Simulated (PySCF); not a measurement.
**Electron correlation in Zn (zinc, neutral)**

[Ar] 3d9 4s2 5s1, high-spin 3D determinant (an excited configuration). All numbers are calculated (PySCF 2.14, the spin-free X2C one-electron Hamiltonian (Gaussian nucleus), in aug-cc-pVDZ-DK). Frozen: [Ar]; 12 electrons correlated.

| level | correlation energy (mhartree) |
| --- | --- |
| CCSD | -351.94 |
| (T) | -7.48 |
| CCSD(T) | -359.42 |

Diagnostics: T1 = 0.017, D1 = 0.0674, largest double amplitude 0.077.

The outer electron is Rydberg-like, and this basis confines it to a smaller radius and binds it less than a complete one would.

Cost of the coupled-cluster step: about 7 core-seconds, for 12 correlated electrons.
